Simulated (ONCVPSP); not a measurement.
## An all-electron radial function and its pseudo partner (Se (Z = 34))

Columns: radius, all-electron u(r) and pseudo u(r) of the 4s shell (level -37.64 eV) of selenium in the configuration [Ar] 3d10 4s2 4p2; PBE, scalar-relativistic, ONCV scheme, ONCVPSP 4.0.1.

| r (bohr) | all-electron | pseudo |
| --- | --- | --- |
| 0.090 | 0.1822 | 0.0298 |
| 0.180 | 0.1857 | 0.0588 |
| 0.270 | -0.1438 | 0.0893 |
| 0.360 | -0.3791 | 0.1264 |
| 0.450 | -0.4260 | 0.1744 |
| 0.540 | -0.3289 | 0.2330 |
| 0.630 | -0.1541 | 0.2979 |
| 0.720 | 0.0479 | 0.3652 |
| 0.810 | 0.2453 | 0.4352 |
| 0.900 | 0.4209 | 0.5109 |
| 0.990 | 0.5669 | 0.5941 |
| 1.080 | 0.6816 | 0.6802 |
| 1.170 | 0.7662 | 0.7591 |
| 1.260 | 0.8238 | 0.8198 |
| 1.350 | 0.8580 | 0.8571 |
| 1.440 | 0.8724 | 0.8723 |
| 1.530 | 0.8705 | 0.8705 |
| 1.620 | 0.8555 | 0.8555 |
| 1.710 | 0.8304 | 0.8304 |
| 1.800 | 0.7975 | 0.7975 |
| 1.890 | 0.7590 | 0.7590 |
| 1.980 | 0.7169 | 0.7169 |
| 2.070 | 0.6725 | 0.6725 |
| 2.160 | 0.6273 | 0.6273 |
| 2.250 | 0.5820 | 0.5820 |
| 2.340 | 0.5376 | 0.5376 |

Problem. How many radial nodes do the two functions have?

Solution. The all-electron 4s function has n − l − 1 = 3 (the table is too coarse to show those close to the nucleus); the pseudo-wave has 0, since the states of the same l below it are removed with the core.

Problem. At about which radius was the pseudo-wave matched?

Solution. 1.50 bohr, where the columns begin to agree (steps of 0.09 bohr).

Problem. Is the pseudo-wave norm-conserving?

Solution. Yes: the ONCV scheme keeps the norm inside the radius equal to the all-electron one, which fixes the energy derivative of the logarithmic derivative at the level.
